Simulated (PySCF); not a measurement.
Si(vinyl)3Ph, C12H14Si.
SMILES: `C=C[Si](C=C)(C=C)c1ccccc1`

The closed-shell ground state was solved at several levels (PySCF, density fitting, gas phase, non-relativistic). One conformer (not necessarily the lowest) at the PBE0-D3(BJ)/def2-SVP geometry, without solvent, vibrations or thermal averaging.

```tsv
level	basis functions	total energy (Eh)	HOMO (eV)	LUMO (eV)	gap (eV)	dipole (D)
B3LYP/pcSseg-1	298	-755.1173	-7.05	-0.85	6.20	0.30
PBE0/pcSseg-1	298	-754.3864	-7.30	-0.67	6.63	0.34
```

Q: Estimate the row for B3LYP/def2-SVPD, a basis of 376 functions; the other rows only guide the guess.

A: Total energy -754.7674 Eh, HOMO -7.06 eV, LUMO -0.93 eV, gap 6.13 eV, dipole 0.25 D.

Q: Over all these levels, which gives the widest orbital gap and which the narrowest?

A: PBE0/pcSseg-1 (global hybrid, 25 % exact exchange) has the widest, 6.63 eV, and B3LYP/def2-SVPD (global hybrid, 20 % exact exchange) the narrowest, 6.13 eV. Functional and basis both differ between the two, so the spread mixes both effects.

Q: How far do the dipole and the HOMO energy spread over the levels?

A: The dipole runs from 0.25 to 0.34 D (mean 0.29 D) and the HOMO from -7.30 to -7.05 eV.
